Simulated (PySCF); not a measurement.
# Computed records: AlBClH₂O

Calculation on a computer-drawn molecule: optimised geometry and harmonic frequencies of an isolated molecule of the commonest isotopes, restricted reference for singlets and unrestricted otherwise, frozen core in MP2. Program: PySCF 2.14.0.

## AlBClH₂O

Start structure:
```xyz
6
AlBClH2O
O     -0.5519     1.3569     1.4000
B     -1.3082     2.4100     1.7458
Al    -3.0525     3.0648     0.6557
Cl    -0.8606     3.2852     3.2726
H      0.1641     1.1706     1.9948
H     -2.9328     4.2361    -0.4159
```

* charge: 0
* multiplicity: 2
* method: MP2
* basis: cc-pV(D+d)Z
* rotational constants: ?
* total energy: ?
* spin squared: ?

Drawn bonds:
```
atom  other atom  order
   1           2      1
   2           3      1
   2           4      1
   1           5      1
   3           6      1
```

To be estimated
1. Estimate the rotational constants of AlBClH₂O.
2. What total energy does the calculation give for AlBClH₂O?
3. Estimate the spin squared of AlBClH₂O.

Answers
1. 6.288, 2.73, 1.929 GHz
2. -802.6418 hartree
3. 0.7634

Further results for AlBClH₂O:

- convergence status largest gradient component: 3.52e-05 hartree/bohr

Optimised structure:
```xyz
6
AlBClH2O
O     -0.5489     1.3276     1.3873
B     -1.3022     2.4044     1.7372
Al    -3.0404     3.0620     0.6532
Cl    -0.8728     3.2935     3.2430
H      0.1684     1.1790     2.0277
H     -2.9460     4.2572    -0.3954
```

Modes:
```
frequency (cm⁻¹)  reduced mass (dalton)
           108.6                   4.09
           181.6                  1.337
           304.4                   7.54
           306.6                  2.096
           462.7                  8.035
           580.1                  1.575
           647.7                  1.214
           787.4                  4.337
            1127                  1.473
            1325                  8.511
            1909                  1.045
            3774                  1.065
```
